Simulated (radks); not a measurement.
Results of a calculation; reference values are marked as such.
The erbium ion Er+ inside a hard spherical wall (all orbitals vanish at R), configuration held at [Xe] 4f12 6s1 and not refilled when levels cross. Level of theory: scalar-relativistic Kohn-Sham, LDA (Slater exchange, Perdew-Wang correlation), spin-polarised, spherical densities, finite nucleus; open shells are filled with parallel spins first (spin-orbit coupling, left out, can overturn this in heavy ions); Fermi nuclear charge, rms radius 5.2516 fm (a radial shooting solver on a logarithmic mesh with Libxc functionals). Eigenvalues in eV for spin up, with the zero of energy where the potential of the charges vanishes at infinity; a dash marks a level that is unbound or too diffuse for the functional's potential to be trusted. A positive occupied level is held by the wall or, in an anion where self-interaction has pushed it up, behind a barrier. The pressure on the wall is -dE/dV.

R (bohr) = free: E (hartree) -13076.5732; kinetic (hartree) 14170.783; e(5s) -59.108; e(5p) -33.534; e(4f) -10.666; e(6s) -9.655; e(5d, empty) -7.216; e(6p, empty) -5.868; pressure (GPa) 0
R (bohr) = 20: E (hartree) -13076.5732; kinetic (hartree) 14170.783; e(5s) -59.108; e(5p) -33.534; e(4f) -10.666; e(6s) -9.655; e(5d, empty) -7.216; e(6p, empty) -5.868; pressure (GPa) < 0.0001
R (bohr) = 12: E (hartree) -13076.5732; kinetic (hartree) 14170.784; e(5s) -59.107; e(5p) -33.533; e(4f) -10.665; e(6s) -9.654; e(5d, empty) -7.215; e(6p, empty) -5.860; pressure (GPa) 0.000232
R (bohr) = 10: E (hartree) -13076.5730; kinetic (hartree) 14170.786; e(5s) -59.096; e(5p) -33.522; e(4f) -10.654; e(6s) -9.644; e(5d, empty) -7.203; e(6p, empty) -5.806; pressure (GPa) 0.00555
R (bohr) = 7: E (hartree) -13076.5644; kinetic (hartree) 14170.853; e(5s) -58.818; e(5p) -33.253; e(4f) -10.377; e(6s) -9.266; e(5d, empty) -6.900; e(6p, empty) -4.818; pressure (GPa) 0.512
R (bohr) = 6: E (hartree) -13076.5440; kinetic (hartree) 14170.971; e(5s) -58.430; e(5p) -32.885; e(4f) -9.982; e(6s) -8.527; e(5d, empty) -6.419; e(6p, empty) -3.328; pressure (GPa) 2.26
R (bohr) = 3.5: E (hartree) -13075.8555; kinetic (hartree) 14174.049; e(5s) -53.491; e(5p) -28.126; e(4f) -4.286; e(6s) 8.502; e(5d, empty) 1.604; e(6p, empty) 21.720; pressure (GPa) 212
R (bohr) = 3: E (hartree) -13074.9316; kinetic (hartree) 14178.076; e(5s) -49.182; e(5p) -23.530; e(4f) 1.012; e(6s) 25.595; e(5d, empty) 8.985; e(6p, empty) 43.495; pressure (GPa) 756
R (bohr) = 2.5: E (hartree) -13072.3115; kinetic (hartree) 14188.831; e(5s) -39.658; e(5p) -12.585; e(4f) 12.418; e(6s) 63.850; e(5d, empty) 25.261; e(6p, empty) 88.940; pressure (GPa) 3270
R (bohr) = 1.5: E (hartree) -13028.4578; kinetic (hartree) 14337.720; e(5s) 72.739; e(5p) 120.18; e(4f) 105.85; e(6s) 438.00; e(5d, empty) 193.29; e(6p, empty) 493.66; pressure (GPa) 147000
